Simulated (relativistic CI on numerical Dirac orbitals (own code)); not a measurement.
## Hf LXVI: sensitivity of the levels to the model

Base calculation: Dirac-Coulomb-Breit CI, separate exchange-only KLI orbitals for each configuration, a model potential for QED, unscaled Slater integrals.

Configurations in the expansion (outside the closed core 1s2): 2s²2p³, 2s2p⁴, 2p⁵, 2p⁴3s, 2p⁴3p, 2s²2p²3s, 2p⁴3d, 2s²2p²3p, 2s²2p²3d, 2s2p³3s, 2s2p³3p, 2s2p³3d, 2s²2p²4s, 2s²2p²4p, 2s²2p²4d, 2s²2p²4f. Levels of other configurations are missing.

The lowest level and the first level of each name with at least 55 % of one term (blank where a level has no safe partner in the second run):

| Level | Base (eV) | Shift (eV) |
| --- | --- | --- |
| 2s²2p³ ²P°3/2 | 0.00 | 0.00 |
| 2s²2p³ ⁴S°3/2 | 1221.63 | +15.11 |
| 2s²2p³ ²D°5/2 | 1244.88 | +24.39 |
| 2s²2p³ ²P°1/2 | 1295.23 | +12.49 |
| 2s2p⁴ ⁴P5/2 | 1554.00 | +5.02 |
| 2s2p⁴ ²S1/2 | 1657.06 | -4.64 |
| 2s2p⁴ ⁴P3/2 | 2802.55 | +14.79 |
| 2s2p⁴ ²D5/2 | 2843.59 | +24.31 |
| 2s2p⁴ ²P1/2 | 2906.13 | +14.44 |
| 2p⁵ ²P°3/2 | 3282.62 | +0.78 |
| 2p⁵ ²P°1/2 | 4533.62 | +16.15 |
| 2s²2p²3s ⁴P3/2 | 9565.92 | +27.29 |
| 2s²2p²3s ²P1/2 | 9576.14 | +27.33 |
| 2s²2p²3s ²D5/2 | 9585.71 | +35.29 |

At this charge energies of transitions that change n are usually good to better than 1 %, and those within a shell (Δn = 0) to a few per cent.

One thing was changed in a second run, which moved the levels as shown. Which?
A. QED terms removed
B. P86 correlation estimate
C. Breit term removed
D. configuration mixing switched off

C. Breit term removed. The Breit term mainly narrows fine-structure intervals, so removing it widens them.

LS names give the leading component of a level, which can be under half, so a name can repeat, a term be missing and a line seem to break the LS rules.
